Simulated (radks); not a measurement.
The numbers below are computed, except where a source is named.
Au XIX, 61 electrons, occupied as [Kr] 4d10 4f13 5s2 (the NIST ground configuration). Code: a radial shooting solver on a logarithmic mesh with Libxc functionals. Model: Dirac Kohn-Sham, PBE, spin-unpolarised, spherical densities, point nucleus; open shells fill j = l - 1/2 first.

Radial electron density D(r) = 4 pi r^2 rho(r):

```
   r/bohr * D(r) (the largest magnitude, 145, reaches the edge; | marks zero)
0.0006368 | *
0.0008291 |  *
  0.00108 |    *
 0.001406 |      *
 0.001831 |         *
 0.002384 |            *
 0.003104 |                 *
 0.004042 |                       *
 0.005263 |                              *
 0.006853 |                                    *
 0.008923 |                                         *
  0.01153 |                                          *
  0.01501 |                                         *
  0.01954 |                                      *
  0.02545 |                                      *
  0.03314 |                                            *
  0.04315 |                                                    *
  0.05618 |                                                      *
  0.07316 |                                               *
  0.09526 |                                          *
    0.124 |                                                *
   0.1615 |                                                 *
   0.2103 |                                   *
   0.2739 |                           *
   0.3566 |                                *
   0.4643 |                           *
   0.6046 |              *
   0.7873 |    *
    1.025 |*
    1.335 *
    1.738 *
    2.263 *
```

D(r) has 4 maxima, at r = 0.0113, 0.0519, 0.144, 0.377 bohr, and minima at 0.0224, 0.0930, 0.270 bohr, inside which lie 2.03, 11.06, 30.24 electrons.
